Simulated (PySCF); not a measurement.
C5H7ClO.
Structure used (GFN2-xTB), in Å, numbered top down from 1:
```xyz
14
C5H7ClO angstrom
C     -0.4008    0.1427    1.4528
C     -0.4990   -0.0020    0.1356
C     -1.7991   -0.1261   -0.6056
Cl    -3.2347   -0.0599    0.4342
C      0.6754   -0.0610   -0.7852
C      2.0453    0.0510   -0.1693
O      0.5190   -0.1944   -1.9780
H     -1.2803    0.1797    2.0732
H      0.5436    0.2292    1.9585
H     -1.8857    0.6822   -1.3347
H     -1.8279   -1.0767   -1.1422
H      2.2049   -0.7577    0.5396
H      2.1447    0.9986    0.3542
H      2.7941   -0.0061   -0.9553
```

Vertical excitations from PySCF (density fitting, frozen core in the response, grid level 2 and gas phase unless stated; continuum runs use non-equilibrium linear response for the excitations) on a GFN2-xTB geometry. Reference run:

```csv
settings,"S1, eV (f)","S2, eV (f)","S3, eV (f)","S4, eV (f)","S5, eV (f)","S6, eV (f)","T1, eV (Tamm–Dancoff)",mean α (au)
"PBE0/def2-SVPD, full TDDFT, 6 singlets",3.81 (0.000),5.63 (0.050),5.77 (0.000),6.11 (0.189),7.08 (0.013),7.17 (0.000),3.28,76.7
```

Question: What do these settings give: (1) HCTH407/def2-SVPD, full TDDFT, 6 singlets; (2) B97-D/MINI, start guess huckel, fitting basis def2-qzvpp-jkfit, TDA, 25 singlets?

Answer: 
| settings | S1, eV (f) | S2, eV (f) | S3, eV (f) | S4, eV (f) | S5, eV (f) | S6, eV (f) | T1, eV (Tamm–Dancoff) | mean α (au) |
| --- | --- | --- | --- | --- | --- | --- | --- | --- |
| HCTH407/def2-SVPD, full TDDFT, 6 singlets | 3.39 (0.000) | 4.43 (0.010) | 4.55 (0.000) | 5.58 (0.157) | 5.81 (0.007) | 5.87 (0.018) | – | 79.0 |
| B97-D/MINI, start guess huckel, fitting basis def2-qzvpp-jkfit, TDA, 25 singlets | 3.05 (0.000) | 3.58 (0.011) | 3.72 (0.000) | 5.95 (0.001) | 6.30 (0.090) | 6.35 (0.022) | – | 43.4 |

(1) S1 moves by -0.42 eV (HCTH407 has no exact exchange, PBE0 25 % exact exchange). (2) S1 moves by -0.76 eV; functional, basis and response scheme change together, so the shift can't be laid on one. States are counted by energy in each run and needn't keep their character from row to row.

Question: Give the leading configurations of S1 (H = HOMO, L = LUMO) and the HOMO–LUMO gap of each run.

Answer: 
| settings | S1 configurations (weight) | S1 (eV) | orbital gap (eV) | S1 − gap (eV) |
| --- | --- | --- | --- | --- |
| PBE0/def2-SVPD, full TDDFT, 6 singlets | H→L 0.97 | 3.81 | 5.78 | -1.97 |
| HCTH407/def2-SVPD, full TDDFT, 6 singlets | H→L 1.00 | 3.39 | 3.22 | +0.17 |
| B97-D/MINI, start guess huckel, fitting basis def2-qzvpp-jkfit, TDA, 25 singlets | H→L 0.99 | 3.05 | 2.84 | +0.21 |

One conformer stands for the species.
